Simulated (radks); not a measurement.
Species: Te IV. Configuration: [Kr] 4d10 5s2 5p1. Calculated with a radial shooting solver on a logarithmic mesh with Libxc functionals: scalar-relativistic Kohn-Sham, PBEsol, spin-polarised, spherical densities, finite nucleus; open shells are filled with parallel spins first (spin-orbit coupling, left out, can overturn this in heavy ions); Fermi nuclear charge, rms radius 4.7423 fm. Some entries of the table are withheld. Estimate them.

orbital,occ.,eigenvalue (eV),<r^2> (bohr^2),<1/r> (bohr^-1)
1s up,1,-31642.43,0.001049,55.55
1s down,1,-31642.39,0.001049,55.55
2s up,1,-4879.144,0.01695,12.71
2s down,1,-4879.127,0.01695,12.71
2p up,3,-4384.143,0.01340,12.18
2p down,3,-4384.112,0.01340,12.18
3s up,1,-995.6574,0.1187,4.542
3s down,1,-995.6235,0.1187,4.542
3p up,3,-834.7340,0.1191,4.321
3p down,3,-834.6958,0.1191,4.321
3d up,5,-591.1668,0.1044,4.087
3d down,5,-591.1312,0.1044,4.087
4s up,1,-195.0795,0.6604,1.824
4s down,1,-195.0021,0.6602,1.824
4p up,3,(1),0.7678,1.666
4p down,3,(2),0.7669,1.666
4d up,5,-72.3710,1.095,1.374
4d down,5,-72.2054,1.087,1.377
5s up,1,-43.2651,4.126,0.6770
5s down,1,-42.2156,4.101,0.6816
5p up,1,-32.1721,(3),0.5788
5p down,0,-31.0365,(4),0.5796

Answer. 
(1) 4p up eigenvalue (eV): -145.1489
(2) 4p down eigenvalue (eV): -145.0629
(3) 5p up <r^2> (bohr^2): 5.529
(4) 5p down <r^2> (bohr^2): 5.557
